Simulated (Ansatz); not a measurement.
The cluster MgSi3, relaxed as a triplet with UKS r2SCAN-D4/def2-TZVP in Ansatz, starting from the r2SCAN-D4/def2-TZVP geometry of the neutral singlet. Force threshold 0.02 eV/Å.

At r2SCAN-D4/def2-TZVP a singlet of charge 0 lies 0.68 eV below the triplet, each at its own geometry. The structure comes from a short search, and lower isomers may exist.

Start:

```xyz
4

Mg    0.518   -0.460   -1.984
Si    0.989   -0.711    0.528
Si   -1.037    0.754   -0.342
Si   -0.470    0.417    1.798
```

```json
{"step": "1", "energy (eV)": "-29071.6960", "largest force component (eV/Å)": "1.072", "SCF passes": "25"}
{"step": "2", "energy (eV)": "-29072.1525", "largest force component (eV/Å)": "0.568", "SCF passes": "39"}
{"step": "3 (rejected)", "energy (eV)": "-29072.0943", "largest force component (eV/Å)": "0.955", "SCF passes": "39"}
{"step": "4", "energy (eV)": "-29072.1820", "largest force component (eV/Å)": "0.097", "SCF passes": "33"}
{"step": "5", "energy (eV)": "-29072.1825", "largest force component (eV/Å)": "0.007", "SCF passes": "33"}
{"step": "6", "energy (eV)": "-29072.1825", "largest force component (eV/Å)": "0.008", "SCF passes": "21"}
{"step": "7", "energy (eV)": "-29072.1827", "largest force component (eV/Å)": "0.120", "SCF passes": "32"}
{"step": "8", "energy (eV)": "-29072.1867", "largest force component (eV/Å)": "0.482", "SCF passes": "38"}
{"step": "9", "energy (eV)": "-29072.1878", "largest force component (eV/Å)": "0.671", "SCF passes": "38"}
{"step": "10", "energy (eV)": "-29072.2188", "largest force component (eV/Å)": "0.282", "SCF passes": "32"}
{"step": "11 (rejected)", "energy (eV)": "-29072.2167", "largest force component (eV/Å)": "0.305", "SCF passes": "34"}
{"step": "12", "energy (eV)": "-29072.2210", "largest force component (eV/Å)": "0.272", "SCF passes": "33"}
{"step": "13", "energy (eV)": "-29072.2280", "largest force component (eV/Å)": "0.024", "SCF passes": "29"}
{"step": "14", "energy (eV)": "-29072.2282", "largest force component (eV/Å)": "0.014", "SCF passes": "21"}
```

Force components are those of the run's own axes.

End:

```tsv
atom	x (Å)	y (Å)	z (Å)
Mg1	0.5646	-0.5037	-2.2277
Si2	0.8917	-0.6412	0.4656
Si3	-0.8802	0.6423	-0.2146
Si4	-0.5762	0.5026	1.9767
```

By distances, no bond broke or formed. The bond that changes most is Si2–Si3, from 2.65 to 2.29 Å (atoms count from 1).

The force fell under the threshold at step 5, but the optimiser went on and released 0.046 eV more. No frequencies were taken in this run, so the end may be a saddle point.

Run time 58 s (4 threads of Arm Neoverse V1 on a shared host).
